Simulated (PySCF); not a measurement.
Species: Si$_{2}$H$_{3}$, net charge 1, singlet state. 
Geometry from a B3LYP-D3(BJ)/def2-TZVP (Ansatz) optimisation:
```xyz
5

Si     1.3569    -0.0015    -0.0415
Si    -1.0518     0.0011     0.0322
H     -1.4316     1.4029    -0.2563
H     -1.3828    -0.4394     1.4065
H     -1.4576    -0.9589    -1.0196
```
Charge +1, spin multiplicity 1.

Dispersion corrections to the total energy (kcal/mol) from the dftd3 and dftd4 libraries through PySCF: D3(BJ) without and D4 with the three-body term, each with the damping fitted for the functional named.

```tsv
functional	D3(BJ)	D4
PW6B95	-1.46	(withheld)
TPSS	-2.88	(withheld)
HF	-19.13	-5.57
B3LYP	-4.27	-2.75
LC-wPBE	-2.33	(withheld)
B2PLYP	-2.21	-1.13
BLYP	-5.11	-3.61
```

Q: Some entries are withheld; supply them.

A: 
- PW6B95, D4: -1.35
- TPSS, D4: -2.22
- LC-wPBE, D4: -1.90
